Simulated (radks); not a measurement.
The mercury ion Hg2+, configuration [Xe] 4f14 5d10.

Calculated with a radial shooting solver on a logarithmic mesh with Libxc functionals: Dirac Kohn-Sham, BLYP, spin-unpolarised, spherical densities, finite nucleus; Fermi nuclear charge, rms radius 5.4648 fm.

Energy parts (Ry):
| part | energy |
|---|---|
| total | -39314.6209 |
| kinetic | 45323.7155 |
| electron-nucleus | -99046.3454 |
| Hartree | 15156.3721 |
| exchange-correlation | -748.3631 |

Orbitals (lengths in bohr, moments of r in powers of bohr; r(max) is where P^2 peaks; r(90%) holds 90 % of the orbital's charge):
orbital	occ.	eigenvalue (Ry)	r(90%)	<r^4>	r(max)	<1/r>
1s1/2	2	-6102.089	0.0304	3.998e-07	0.01022	97.51
2s1/2	2	-1081.840	0.109	0.00005790	0.05937	24.02
2p1/2	2	-1038.415	0.0950	0.00003429	0.04361	23.99
2p3/2	4	-895.2294	0.107	0.00005384	0.05110	19.41
3s1/2	2	-257.7528	0.265	0.002101	0.1670	8.814
3p1/2	2	-238.1065	0.257	0.001827	0.1558	8.730
3p3/2	4	-206.3933	0.279	0.002546	0.1710	7.537
3d3/2	4	-173.7206	0.252	0.001682	0.1330	7.436
3d5/2	6	-166.9244	0.258	0.001859	0.1372	7.166
4s1/2	2	-57.74179	0.573	0.04684	0.3762	3.734
4p1/2	2	-49.30435	0.583	0.04978	0.3741	3.626
4p3/2	4	-41.64394	0.631	0.06869	0.4052	3.212
4d3/2	4	-27.81963	0.660	0.08124	0.3976	3.011
4d5/2	6	-26.39151	0.676	0.08952	0.4071	2.916
5s1/2	2	-10.06722	1.29	1.211	0.8284	1.524
4f5/2	6	-8.60065	0.767	0.1555	0.3642	2.553
4f7/2	8	-8.29244	0.778	0.1648	0.3687	2.516
5p1/2	2	-7.28027	1.41	1.707	0.8730	1.398
5p3/2	4	-5.93419	1.55	2.521	0.9524	1.245
5d3/2	4	-2.19218	2.17	9.761	1.140	0.9295
5d5/2	6	-2.05109	2.26	11.47	1.177	0.8922

The highest occupied level is 5d5/2 at -27.907 eV. The density falls to 0.001 e/bohr^3 at r = 3.48 bohr. For comparison, the ionisation energy in NIST's Atomic Spectra Database is 34.49 eV (measured). In exact Kohn-Sham theory the highest level is minus the ionisation energy, but local and semilocal functionals leave it too shallow, through self-interaction and a potential that decays too fast; potentials with the right tail come closer. Summed over all electrons, <r^2> = 42.26 bohr^2, which gives a Langevin (diamagnetic) susceptibility term of -33.5 x 10^-6 cm^3/mol.
